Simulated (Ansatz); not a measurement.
ClHInS (`[SH][In][Cl]`) radical. Total charge 0; spin multiplicity 2. In takes the def2 core potential.

```xyz
4

S     0.084    0.660   -1.308
In    0.266   -0.394    0.873
Cl   -1.756   -1.149    1.822
H     1.406    0.883   -1.387
```

**Question.** List the harmonic frequencies (cm⁻¹, unscaled) at PBE0-D4/def2-TZVP in Ansatz. (Best estimate.)

**Answer.** Ansatz gave: 79, 206, 300, 343, 645, 2711.

**Question.** Is this a minimum?

**Answer.** Yes, all 6 modes are real.

**Question.** Give the ideal-gas thermochemistry at 298.15 K and 1 bar (rigid rotor, harmonic oscillator; point group Cs, symmetry number 1).

**Answer.** Zero-point energy 25.6 kJ/mol; H(298) − E = 41.5 kJ/mol; entropy 331.2 J/(mol·K), of which translation 173.8, rotation 114.0, vibration 37.6, electronic 5.8; G(298) − E = -57.3 kJ/mol. Modes under 100 cm⁻¹ are hindered rotations or soft bends, so the harmonic entropy is rough.

**Question.** Rotational constants (cm⁻¹)?

**Answer.** 0.2453, 0.05904, 0.04759.
